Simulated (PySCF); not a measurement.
4-bromothiophenol, C6H5BrS

Geometry (Å), atoms numbered from 1 in this order:
```xyz
13

S    -3.4389   -0.5338   -0.4922
C    -1.6940   -0.3405   -0.3180
C    -1.0800    0.8872   -0.0441
C     0.3033    0.9746    0.0819
C     1.0856   -0.1688   -0.0658
Br    2.9602   -0.0524    0.1044
C     0.4893   -1.3989   -0.3389
C    -0.8931   -1.4809   -0.4636
H    -3.7616    0.7581   -0.2792
H    -1.6827    1.7908    0.0739
H     0.7734    1.9361    0.2956
H     1.1047   -2.2928   -0.4541
H    -1.3547   -2.4479   -0.6777
```

Computed with quadratic response CAM-B3LYP/aug-cc-pVDZ first hyperpolarisability, Taylor convention, gas phase in PySCF. Geometry: PBE0-D3(BJ)/def2-SVP.

The calculation is non-relativistic, which matters for the atoms heavier than Zn.

Give the tensor of the static β(0;0,0) in the axes of these coordinates.

In au, Taylor convention; rows are the first index (the induced dipole):
```
       xx     yy     zz     xy     xz    yz
x  -175.2  +10.0  +44.5   +7.2  -20.1  -6.9
y    +7.2   -5.0   +4.2  +10.0   -6.9  -2.4
z   -20.1   -2.4  +14.2   -6.9  +44.5  +4.2
```
Norm of βᵢ = ⅓ Σⱼ (βᵢⱼⱼ + βⱼᵢⱼ + βⱼⱼᵢ): 121.1 au, hyper-Rayleigh value 69.4 au.
